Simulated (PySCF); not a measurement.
These are TPSSh-D3(BJ)/def2-TZVP // B3LYP-D3(BJ)/def2-TZVP (PySCF) values and carry that method's errors. All species are isolated molecules in the gas phase. One relaxed conformer stands for a flexible species; it need not be the lowest. Delta-SCF ions had no search for a lower state. Excitations are Tamm–Dancoff values on a coarser integration grid. The basis has no diffuse functions, so Rydberg states are missing or too high.

Reference species (SMILES): `C#CC(S)=C=S` (C–C–S–H torsion 101°) (neutral, multiplicity 1).

```
Quantity                                  Value
--------------------------------------  -------
S1–T1 gap (TDA)                         0.33 eV
vertical ionisation energy (Delta-SCF)  8.24 eV
S1 excitation (TDA)                     2.25 eV
T1 excitation (TDA)                     1.92 eV
```

Changed species: `c1c(=S)c(=S)c1`.

Q: Predict the effect on the S1–T1 gap (TDA), vertical ionisation energy (Delta-SCF), S1 excitation (TDA) and T1 excitation (TDA).

A: the S1–T1 gap (TDA) rises by 0.05 eV, to 0.38 eV; the vertical ionisation energy (Delta-SCF) rises by 0.07 eV, to 8.31 eV; the S1 excitation (TDA) falls by 0.20 eV, to 2.05 eV; the T1 excitation (TDA) decreases by 0.25 eV, to 1.67 eV.
